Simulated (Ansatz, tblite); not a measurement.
Cost and result up the ladder for MoS3⁻ (the lowest doublet isomer of a short search) (4 atoms). The state is a doublet with charge -1. Geometry: PBE0-D4/def2-SVPD.

```xyz
4

Mo   -0.001   -0.002    0.001
S    -0.199   -0.935   -1.933
S    -1.589    1.240    0.767
S     1.789   -0.303    1.165
```

Ansatz on 4 threads of Arm Neoverse V2 on a shared host; xTB runs through tblite on one thread. Times are rough, summed over both states, and most runs start from the orbitals of an earlier one. No level here is sound enough to serve as a yardstick. The other state is a singlet.

In the def2 sets Mo takes a core potential; there is no spin–orbit coupling. The xTB rows come from tblite. The structure comes from a short search, and lower isomers may exist.

Run but left out: r2SCAN-D4/def2-TZVPD (neutral singlet: restricted singlet with a triplet 0.01 eV lower at the same geometry).

Raw xTB energies of ions are shifted by several eV, and xTB has no spin-polarisation term.

```
             level  functions  wall time  vertical IE (eV)                                 remarks
          GFN1-xTB         36    0.008 s              7.69                                       –
          GFN2-xTB         36    0.012 s              8.85                                       –
 PBE-D4/def2-TZVPD        178      5.5 s              3.89  restricted singlet, untested (singlet)
PBE0-D4/def2-TZVPD        178      7.4 s              4.19  restricted singlet, untested (singlet)
```
